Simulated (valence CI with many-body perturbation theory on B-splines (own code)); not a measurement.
# Ladder of approximations for Nd28+

Computed by valence CI with perturbative core correlation (CI+MBPT): four valence electrons over a frozen Dirac-Fock core [Ar] 3d10, radial functions for each j: 11 s, 11 p, 9 d, 7 f, 5 g, 2 h, 1 i, with the one-electron correlation potential Σ1 (screened to all orders), the two-electron term Σ2, the three-electron term Σ3, Breit, model QED; selected single and double excitations, second order for the rest (own B-spline code, finite nucleus).

No measured spectrum was set against this ion. As an estimate, large intervals hold to a few tenths of a per cent, small ones and those within an open d or f shell to about a per cent.

Each rung adds one term. CI alone is the Dirac-Coulomb CI over the frozen core; QED comes last and gives the full result, which names the levels. Energies are above (4s^2 4p1/2^2) J=0 on the same rung, in cm⁻¹.

Levels are named by their leading jj configuration (3d3/2^4 stands for four electrons in 3d with j = 3/2), which in mixed levels can hold well under half, so a name can repeat and another be missing. Letters in brackets count levels of one name in rising energy.

| Level | CI alone |
| --- | --- |
| (4s^2 4p1/2 4p3/2) J=1 | 220268 |
| (4s^2 4p1/2 4p3/2) J=2 | 245277 |
| (4s^2 4p3/2^2) J=2 | 484207 |
| (4s^2 4p3/2^2) J=0 | 540595 |
| (4s 4p1/2^2 4p3/2) J=2 | 722005 |
| (4s 4p1/2^2 4p3/2) J=1 | 811012 |
| (4s 4p1/2 4p3/2^2) J=2 [a] | 926789 |
| (4s 4p1/2 4p3/2^2) J=3 | 975040 |
| (4s 4p1/2 4p3/2^2) J=0 | 1026340 |
| (4s 4p1/2 4p3/2^2) J=2 [b] | 1034450 |
| (4s 4p1/2 4p3/2^2) J=1 [a] | 1051080 |
| (4s 4p1/2 4p3/2^2) J=1 [b] | 1098720 |
| (4s^2 4p1/2 4d3/2) J=2 | 1113320 |
| (4s^2 4p1/2 4d5/2) J=3 | 1184560 |
| (4s^2 4p1/2 4d3/2) J=1 | 1197670 |
| (4s^2 4p1/2 4d5/2) J=2 | 1204850 |

(1) What do these energies become with core correlation, Breit and QED?

(2) How does the ionisation energy move along the ladder, and which term matters most?

## Answers

(1) (4s^2 4p1/2 4p3/2) J=1 219798 (-469); (4s^2 4p1/2 4p3/2) J=2 244209 (-1067); (4s^2 4p3/2^2) J=2 482473 (-1734); (4s^2 4p3/2^2) J=0 537881 (-2714); (4s 4p1/2^2 4p3/2) J=2 721811 (-194); (4s 4p1/2^2 4p3/2) J=1 807300 (-3712); (4s 4p1/2 4p3/2^2) J=2 [a] 926392 (-398); (4s 4p1/2 4p3/2^2) J=3 973193 (-1847); (4s 4p1/2 4p3/2^2) J=0 1023350 (-2987); (4s 4p1/2 4p3/2^2) J=2 [b] 1030870 (-3584); (4s 4p1/2 4p3/2^2) J=1 [a] 1046200 (-4878); (4s 4p1/2 4p3/2^2) J=1 [b] 1088520 (-10203); (4s^2 4p1/2 4d3/2) J=2 1106820 (-6498); (4s^2 4p1/2 4d5/2) J=3 1177180 (-7381); (4s^2 4p1/2 4d3/2) J=1 1185900 (-11765); (4s^2 4p1/2 4d5/2) J=2 1194180 (-10675).

(2) CI alone 1049.6, + Σ1 1051.1, + Σ2 1051.2, + Σ3 1051.1, + Breit 1050.1, + QED 1050.1 eV. The largest step is Σ1, 1.6 eV. NIST lists 1049 ± 4 eV (theoretical).
